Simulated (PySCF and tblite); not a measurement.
The numbers below are computed, except where a source is named.
Conformer ensemble of C7H10F2, numbered as in [F:1][CH:2]([F:3])[C@:4]12[CH2:5][CH2:6][C@H:7]([CH2:8]1)[CH2:9]2

Free energies: PBE0-D3(BJ)/def2-SVP on GFN2-xTB structures plus GFN2-xTB thermal terms, symmetry and mirror images included. Conformers within 2.5 kcal/mol (GFN2-xTB free energy) were kept, 6 at most. GIAO shieldings: B97-2/6-31G*. Shifts are against CFCl3 (¹⁹F) at the same level. Codes: tblite and PySCF.

Torsions listed: F1–C2–C4–C5. The 4-ring runs over atoms 4–8–7–9. The 5-ring runs over atoms 4–5–6–7–8. Of a mirror pair one member is shown.

```tsv
conformer	shape	symmetry	E(GFN2) kcal/mol	E(DFT) kcal/mol	G(298.15 K) kcal/mol	weight %	dipole D
1	4-ring puckered (ring torsions 34, -34, 34, -34°); 5-ring envelope (ring torsions 0, 45, -67, 67, -44°); 180°	C1 (pair)	0.00	0.00	0.00	80.9	2.17
2	4-ring puckered (ring torsions 35, -35, 35, -35°); 5-ring envelope (ring torsions 0, 44, -67, 67, -44°); 59°	Cs	0.15	0.45	0.85	19.1	2.24
```

Weights (%) against temperature:

```
 T (K)     1     2  S(mix) cal/mol/K
   250  83.1  16.9              2.05
298.15  80.9  19.1              2.08
   350  79.0  21.0              2.11
```

Averaged shifts at 298.15 K. ¹⁹F: -141.4 (F1/F3) ppm.

Coordinates of conformer 1 (Å):

```xyz
19

F    -2.730   -0.026    0.938
C    -1.875   -0.861    0.294
F    -1.775   -1.969    1.074
C    -0.528   -0.212    0.090
C     0.549   -1.042   -0.616
C     1.691    0.000   -0.605
C     0.967    1.149    0.101
C     0.264    0.413    1.253
C    -0.394    1.148   -0.616
H    -2.356   -1.164   -0.651
H     0.249   -1.327   -1.625
H     0.794   -1.945   -0.060
H     2.559   -0.341   -0.043
H     2.014    0.274   -1.608
H     1.524    2.066    0.264
H     0.859   -0.259    1.866
H    -0.344    1.061    1.878
H    -0.394    1.149   -1.704
H    -1.086    1.895   -0.235
```

Unscaled ¹⁹F shifts at such levels can be off by tens of ppm; differences between conformers or isomers are more reliable.

Search and properties took 62 s on 1 thread of Arm Neoverse V1 (shared host) (rough), launched as `OMP_NUM_THREADS=1 python ens_run.py task.json out`.


Conformer gaps in def2-SVP on xTB geometries can be 2 kcal/mol too large for S=O, P=O and other polar bonds.